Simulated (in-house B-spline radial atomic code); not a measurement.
Results of a calculation; reference values are marked as such.
## Ghost states of the separable form: In

In, [Kr] 4d10 5s2 5p1, non-relativistic PBE, spherical and spin-unpolarised, from a B-spline radial code for spherical atoms (atomic units; all potentials screened as in the neutral atom).

Troullier-Martins channels: 5s (ε = -0.2812, r_c = 1.825 bohr), 5p (ε = -0.0956, r_c = 2.449 bohr), 4d (ε = -0.7269, r_c = 0.82 bohr). In the Kleinman-Bylander form one channel serves as the local potential, and each other channel l becomes |δV u><u δV|/<u|δV|u>, with δV = V_l − V_local and u the pseudo-orbital. Its strength is E_KB = <u|δV²|u>/<u|δV|u>. By the analysis of Gonze, Stumpf and Scheffler a spurious state lies below the reference level ε if E_KB > 0 and ε is above the second level of the local potential alone, or if E_KB < 0 and ε is above its first. The table's levels are those of angular momentum l in a sphere of 9 bohr, whose wall can lift a shallow ε a little above its free-atom value.

```json
{"local": "p", "channel": "s", "<u δV u>": "-0.029458", "<u δV² u>": "0.062045", "ε": "-0.2811", "first local level": "-0.2602", "second local level": "0.0613"}
{"local": "p", "channel": "d", "<u δV u>": "-5.2857", "<u δV² u>": "48.782", "ε": "-0.7269", "first local level": "0.0765", "second local level": "0.3056"}
{"local": "s", "channel": "p", "<u δV u>": "0.013646", "<u δV² u>": "0.021851", "ε": "-0.0927", "first local level": "-0.1112", "second local level": "0.1347"}
{"local": "s", "channel": "d", "<u δV u>": "-5.5611", "<u δV² u>": "50.468", "ε": "-0.7269", "first local level": "0.0725", "second local level": "0.2942"}
{"local": "d", "channel": "p", "<u δV u>": "0.11199", "<u δV² u>": "0.36723", "ε": "-0.0927", "first local level": "-6.0567", "second local level": "-0.5785"}
{"local": "d", "channel": "s", "<u δV u>": "0.36944", "<u δV² u>": "2.6344", "ε": "-0.2811", "first local level": "-16.9235", "second local level": "-3.2979"}
```

Task: Apply the rule to each row.

Result: Local p, channel s: E_KB = -2.11, so ε = -0.2811 is set against -0.2602: no ghost. Local p, channel d: E_KB = -9.23, so ε = -0.7269 is set against 0.0765: no ghost. Local s, channel p: E_KB = +1.6, so ε = -0.0927 is set against 0.1347: no ghost. Local s, channel d: E_KB = -9.08, so ε = -0.7269 is set against 0.0725: no ghost. Local d, channel p: E_KB = +3.28, so ε = -0.0927 is set against -0.5785: a ghost. Local d, channel s: E_KB = +7.13, so ε = -0.2811 is set against -3.2979: a ghost.

Diagonalising the separable Hamiltonian gives:

| local | channel | three lowest levels | all-electron, two lowest valence levels |
| --- | --- | --- | --- |
| p | s | -0.2811, 0.0588, 0.3850 | -0.2811, 0.0603 |
| p | d | -0.7269, 0.0925, 0.3554 | -0.7269, 0.0889 |
| s | p | -0.0927, 0.1456, 0.5096 | -0.0927, 0.1458 |
| s | d | -0.7269, 0.0910, 0.3492 | -0.7269, 0.0889 |
| d | p | -4.4378, -0.0927, 0.1453 | -0.0927, 0.1458 |
| d | s | -13.8119, -0.2811, 0.0559 | -0.2811, 0.0603 |

Task: Which choices of local channel are safe?

Result: Free of ghosts: s, p. With d local the p channel has a ghost 4.35 hartree below ε, since the local potential binds more than one state below ε, and a repulsive term of rank one raises each level at most to the next, so it clears only one of them. With d local the s channel has a ghost 13.53 hartree below ε, since the local potential binds more than one state below ε, and a repulsive term of rank one raises each level at most to the next, so it clears only one of them. Among the safe choices the second level, which tests transfer, is off by at most 2.1 millihartree (s local), 3.6 millihartree (p local).
